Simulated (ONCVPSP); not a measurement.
# nitrogen (N), ONCV: configuration errors across variants

```json
{"Element": "nitrogen", "Generator": "ONCVPSP 4.0.1", "Type": "optimised norm-conserving Vanderbilt (ONCV)", "Functional": "LDA (Perdew-Wang 92)", "Relativity": "fully relativistic", "Frozen core": "[He]", "Valence charge": "5", "Reference configuration": "2s2 2p3", "Partial waves": "2s: rc 1.10 bohr, ncon 3, nbas 7, qcut 6.3 1/bohr, local; 2p: rc 2.60 bohr, ncon 3, nbas 6, qcut 6 1/bohr, 2 projectors, debl 2.7 Ha; d scattering state at 0.27 Ha: rc 2.20 bohr, ncon 4, nbas 8, qcut 5.1 1/bohr, 2 projectors, debl 2.5 Ha", "Local potential": "the s channel", "Core correction": "polynomial model core, fcfact 0.15"}
```

Open shells are filled in proportion to 2j + 1.

All-electron excitation energies from the reference (eV): (1) 2s2 2p2 13.731; (2) 2s2 2p1 42.703; (3) 2s2 2p0 89.873; (4) 2s0 2p5 22.454.

Errors AE − PS in meV (a dash: test not solved or not reliable):

```tsv
change	(1)	(2)	(3)	(4)	bound ghosts	GHOST(+) flags above zero
base	+173	+1222	+4163	-150	none	none
p: nproj 1	+148	+1151	+4163	-162	none	none
s: nproj 1; local potential polynomial inside 0.85 bohr (lpopt 5, dvloc0 2 Ha)	+174	+1219	+4136	-148	none	none
p: rc 2.98	+272	+1815	+5905	-329	none	none
s: ncon 4, nbas 8	+172	+1214	+4136	-142	none	none
d: rc 1.88	+173	+1222	+4163	-150	none	none
```

(1) Give the same row for: core correction Teter function, fcfact 3.75, rcfact 1.55.

Results:

(1) +173, +1219, +4136, -149; bound ghosts: none; GHOST(+) flags above zero: none.
